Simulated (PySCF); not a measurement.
Input for PySCF: R-HF/STO-3G on HISi (SMILES [SiH]I), a point of a bond scan (R = 1.370 Å).

```python
from pyscf import gto, scf, dft, mp
from pyscf.data.elements import chemcore

mol = gto.M(
    atom='''
    Si   -1.12141345   -0.93268242    1.27808734
    H    -1.99690480   -1.34093485    0.30631827
    I     0.33573528    0.27252548   -0.34135031
    ''',
    basis='sto-3g',
    charge=0, spin=0, verbose=3, max_memory=1800)
mf = scf.RHF(mol)
mf.conv_tol = 1e-8
mf.max_cycle = 100
mf.kernel()
if not mf.converged:
    mf = mf.newton().run(mf.mo_coeff, mf.mo_occ)
```

Program output:

```
converged SCF energy = -7136.85390115376
```

The calculation finished and met its thresholds.

Cost: very roughly 0.4 core-seconds.
